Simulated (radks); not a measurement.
Initial-state core-level shifts of the indium ion In3+ when its valence configuration changes from [Kr] 4d10. Method: scalar-relativistic Kohn-Sham, BLYP, spin-unpolarised, spherical densities, finite nucleus; Fermi nuclear charge, rms radius 4.6156 fm; computed with a radial shooting solver on a logarithmic mesh with Libxc functionals. Shifts are changes of the shell-averaged eigenvalues in eV (positive: less bound); the change of the density at the nucleus, which sets a Mossbauer isomer shift, is in e/bohr^3, on a base of 1.796e+05.

\begin{tabular}{lrrrrr}
valence & 1s & 3p & 4s & 4p & density at nucleus \\ \hline
4d9.5 5s0.5 & -3.252 & -3.322 & -2.921 & -2.796 & +25.86 \\
4d9 5p1 & -7.959 & -8.092 & -7.232 & -6.965 & +6.31 \\
4d8.5 5s0.5 5p1 & -11.388 & -11.580 & -10.223 & -9.817 & +35.10 \\
4d8.5 5s1.5 & -10.046 & -10.237 & -8.898 & -8.504 & +84.09 \\
4d9.5 5p0.5 & -3.939 & -4.007 & -3.603 & -3.473 & +3.01 \\
4d9 5s1 & -6.604 & -6.737 & -5.890 & -5.633 & +53.88 \\
4d8 5s2 & -13.576 & -13.817 & -11.938 & -11.403 & +116.49 \\
4d8.5 5s1 5p0.5 & -10.721 & -10.912 & -9.564 & -9.164 & +59.84 \\
4d8 5p2 & -16.199 & -16.450 & -14.523 & -13.962 & +13.71 \\
\end{tabular}
